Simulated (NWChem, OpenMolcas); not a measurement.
# OpenMolcas → NWChem

This OpenMolcas 26.06 job computes AlBNH4F (SMILES [NH2][AlH][BH]F):

coord.xyz:
```
8

N     -1.034900     1.238000     0.178100
Al     0.358400     0.247200     0.637000
B      0.824000    -1.438600    -0.645900
F      0.022100    -1.693000    -1.675500
H     -1.365500     2.050100     0.674400
H     -1.614500     1.063500    -0.627700
H      1.149400     0.679500     1.946200
H      1.753200    -2.203800    -0.542400
```

calc.inp:
```
>>> EXPORT MOLCAS_PRINT=2

&gateway
  baslib
  $CurrDir
  coord
  coord.xyz
  basis
  STO-3G
  group
  NoSym

&seward

&scf
  thresholds
  1e-10 1e-07 1e-07 1e-05
  prorbitals
  1 1

&alaska
```

```bash
$ export MOLCAS_MEM=1860
$ pymolcas calc.inp > calc.log
```

(Basis files named in the input come from the Basis Set Exchange and aren't shown.)

The coordinates come from a PBE0-D4/def2-TZVP relaxation. This is one conformer, not always the lowest.

The shape isn't stationary at this level (largest force 2.5 eV/Å).

It gives a total energy of -417.542858 Eh.

Task: Translate the job to NWChem 7.3.0 as an input file of the program's own.

Result: For example:

struct.xyz:
```
8
AlBFH4N hf
N     -1.034900     1.238000     0.178100
Al     0.358400     0.247200     0.637000
B      0.824000    -1.438600    -0.645900
F      0.022100    -1.693000    -1.675500
H     -1.365500     2.050100     0.674400
H     -1.614500     1.063500    -0.627700
H      1.149400     0.679500     1.946200
H      1.753200    -2.203800    -0.542400
```

struct.nw:
```
start struct
title "AlBFH4N hf"
memory stack 880 mb heap 220 mb global 1100 mb
geometry units angstroms noautosym nocenter noautoz
  load struct.xyz
end
basis spherical bse
  * library STO-3G
end
scf
  singlet
  rhf
  thresh 1e-08
  maxiter 80
end
task scf gradient
```

```bash
$ nwchem struct.nw > struct.out
```

Its energy is -417.542858 Eh, the same as the first but for the last digit, at most.
